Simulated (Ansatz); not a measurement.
```yaml
crystal:
  periodic: [false, false, false]
  atoms:
    - {symbol: Si, position_ang: [1.027194, -0.569215, 0.992349]}
    - {symbol: O, position_ang: [0.265612, 0.646106, 0.201355]}
    - {symbol: In, position_ang: [-1.153361, 0.817525, -1.127587]}
    - {symbol: Cl, position_ang: [-2.152328, -1.097524, -1.916489]}
    - {symbol: Br, position_ang: [-1.793072, 3.032392, -1.878630]}
    - {symbol: H, position_ang: [2.459188, -0.605486, 0.592900]}
    - {symbol: H, position_ang: [0.935785, -0.334677, 2.457481]}
    - {symbol: H, position_ang: [0.410981, -1.889110, 0.678620]}
basis:
  gaussian: {orbitals: def2-TZVPD, fitting: {mean_field: cc-pVTZ-jkfit}, final_grid: {core_spheres: 5, valence_spheres: 4, degree: 11}}
total_charge: 1
magnetization: {spin_polarized: false, initial_magnetization: 1}
hamiltonian: {xc: {name: B97M-V}}
```

```sh
$ ansatz run in.yaml --threads 4 --pin off --events-out ev --progress --plain --max-ram 10444MiB
```

(1) How does Ansatz answer? (An estimate is asked.)

Results:

(1) Computed: The input was rejected before any iteration.
```
Functional definition: B97M-V
  name "B97M-V"
  cite "Mardirossian & Head-Gordon, J. Chem. Phys. 142, 074111 (2015) doi:10.1063/1.4907719"
  cite "Becke, J. Chem. Phys. 107, 8554 (1997) doi:10.1063/1.475007"
  cite "Vydrov & Van Voorhis, J. Chem. Phys. 133, 244103 (2010) doi:10.1063/1.3521275"
  # Of w^i u^j: cxij and so on, Table III.
  parameter cx00 = 1.000
  parameter cx01 = 1.308
  parameter cx02 = 1.901
  parameter cx10 = 0.416
  parameter cx11 = 3.070
  parameter css00 = 1.000
  parameter css02 = -1.855
  parameter css10 = -5.668
  parameter css32 = -20.497
  parameter css42 = -20.364
  parameter cos00 = 1.000
  parameter cos01 = 1.573
  parameter cos03 = -6.298
  parameter cos10 = 2.535
  parameter cos32 = -6.427
  parameter b = 6.0
  parameter c = 0.01
  gx(w, u) = cx00 + cx01*u + cx02*u^2 + (cx10 + cx11*u)*w
  gss(w, u) = css00 + css02*u^2 + css10*w + (css32*w^3 + css42*w^4)*u^2
  gos(w, u) = cos00 + cos01*u + cos03*u^3 + cos10*w + cos32*w^3*u^2
  exchange = spin_sum(e_x_unif_s*gx(b97_w, b97_u_x))
  correlation = spin_sum(e_c_pw_mod_same_spin*gss(b97_w, b97_u_same))
      + integral(e_c_pw_mod_opposite_spin*gos(b97_w_opposite, b97_u_opposite)) + vv10(b, c)
Error: <dir> the basis set cc-pVTZ-JKFIT has no functions for In
```
